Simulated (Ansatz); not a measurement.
Consider the atomization: `N[CH](F)[GeH3]` → C• + F• + Ge• + 6 H• + N•.

Program: Ansatz. Geometries: PBE0-D4/def2-TZVP. ΔE: electronic, gas phase. CCSD(T)/CBS is the MP2 limit (def2-TZVPP, def2-QZVPP) plus CCSD(T) − MP2 in def2-TZVPP, frozen cores. This one scheme is used for every species, atoms too. DFT in def2-TZVPP. Open shells (•) are unrestricted, without spin–orbit coupling. Spin–orbit coupling would lower the free atoms: a little for C, F; clearly for Ge. For Ge outer-core shells are correlated without core-valence functions, so the limit isn't a true one: a few kJ/mol of doubt a bond, and 10 to 20 or more in all where bonds break to atoms. Scalar relativity is left out up to krypton. One conformer a species, not always the lowest.

`N[CH](F)[GeH3]`:

Z-matrix (Å, degrees):
```
C
F 1 1.418
Ge 1 1.983 2 107.6
N 1 1.403 2 113.0 3 -123.1
H 1 1.093 2 105.1 3 117.8
H 3 1.536 1 109.5 2 164.0
H 3 1.539 1 107.7 2 -77.0
H 3 1.534 1 109.9 2 43.0
H 4 1.010 1 113.4 2 63.9
H 4 1.012 1 113.4 2 -62.3
```

(1) What is ΔE at CCSD(T)/CBS? (Estimate.)

(2) What do these levels give: PBE-D4, r2SCAN-D4, B2PLYP, SCS-MP2/def2-QZVPP, MP2/CBS(def2), CCSD/CBS(def2)? (Best estimate.)

Largest T1 diagnostic among the species: 0.012.

Answers

(1) Ansatz gave: +3246.5 kJ/mol.

(2) The calculation gave: PBE-D4 3298.8, r2SCAN-D4 3236.6, B2PLYP 3201.1, SCS-MP2/def2-QZVPP 3246.4, MP2/CBS(def2) 3270.1, CCSD/CBS(def2) 3197.7 kJ/mol.

The D4 term adds +26.3 kJ/mol with B3LYP and +13.6 kJ/mol with PBE0; it sums over pairs of atoms, weighted by their polarisabilities, and B3LYP, whose exchange is more repulsive, gets the larger term. In def2-TZVPP, CCSD(T) changes the Hartree–Fock value by +923.1 kJ/mol (the triples alone add +48.8 kJ/mol) and MP2 by +946.7 kJ/mol; breaking electron pairs costs correlation energy, which Hartree–Fock lacks. From PBE to PBE0 (25 % exact exchange), in def2-TZVPP and without D4, ΔE moves by −68.0 kJ/mol: exact exchange takes away binding that semilocal exchange gives to molecules.

B3LYP here is the variant with VWN-RPA as its local correlation; programs differ in this.

For atomizations the MP2-based limit and the directly extrapolated one differ by several kJ/mol either way, and by 10 to 25 for some Ge, Se and Sn compounds, so smaller differences from it don't rank the levels.
